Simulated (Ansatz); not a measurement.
`[OH][Hf]([F])([Cl])[Br]`, one more setting.

```yaml
crystal:
  periodic: [false, false, false]
  atoms:
    - {symbol: O, position_ang: [-1.004573, 1.032143, -0.258570]}
    - {symbol: Hf, position_ang: [0.248561, -0.352351, 0.002754]}
    - {symbol: F, position_ang: [0.107129, -1.579512, -1.431316]}
    - {symbol: Cl, position_ang: [-0.220568, -1.473318, 2.004948]}
    - {symbol: Br, position_ang: [2.563756, 0.595632, 0.046625]}
    - {symbol: H, position_ang: [-1.652307, 1.713505, -0.410542]}
basis:
  gaussian: {orbitals: def2-SVPD}
hamiltonian: {xc: {name: B97}}
output: {forces: true}
```

```sh
$ ansatz run in.yaml --threads 4 --pin off --events-out ev --progress --plain --max-ram 10444MiB
```

It prints (some lines left out):

```
Functional definition: B97
1479 factors; integrals over basis functions are off by at most 9.8e-4 eV
mean field evaluation 1: about -88633.7758 eV, gradient 7.0e1 eV
mean field evaluation 2: about -88577.4116 eV, gradient 1.8e2 eV
mean field evaluation 4: about -88642.1520 eV, gradient 8.3e0 eV
mean field evaluation 8: about -88642.3665 eV, gradient 7.2e-1 eV
mean field evaluation 16: about -88642.3677 eV, gradient 2.2e-4 eV
mean field -88642.36767707 eV, -3257.5469281775 hartree, gradient 2.3e-5 eV, S^2 0.000000; 0 other end points of the search recorded, 0 dependent functions left out
reference -88642.36771344 eV, -3257.5469295141 hartree; 41, 41 occupied and 116, 116 virtual orbitals, 1479 factors
Total energy: -88642.36771344 eV, -3257.5469295141 hartree
Atom 0 at    -1.004573     1.032143    -0.258570 Å, force    -0.298448     0.331929    -0.062228 eV/Å
Atom 1 at     0.248561    -0.352351     0.002754 Å, force     0.356201     0.107175     0.235075 eV/Å
Atom 2 at     0.107129    -1.579512    -1.431316 Å, force    -0.058775    -0.476794    -0.565049 eV/Å
Atom 3 at    -0.220568    -1.473318     2.004948 Å, force    -0.107652    -0.238971     0.427614 eV/Å
Atom 4 at     2.563756     0.595632     0.046625 Å, force     0.258257     0.113307    -0.001116 eV/Å
Atom 5 at    -1.652307     1.713505    -0.410542 Å, force    -0.149583     0.163355    -0.034295 eV/Å
Dipole moment:    -0.395420     0.420485    -0.106046 e Å
```

It took 8.5 s on 4 threads of an Arm Neoverse V2 on a shared host, with 0.54 GiB of host memory at the peak.
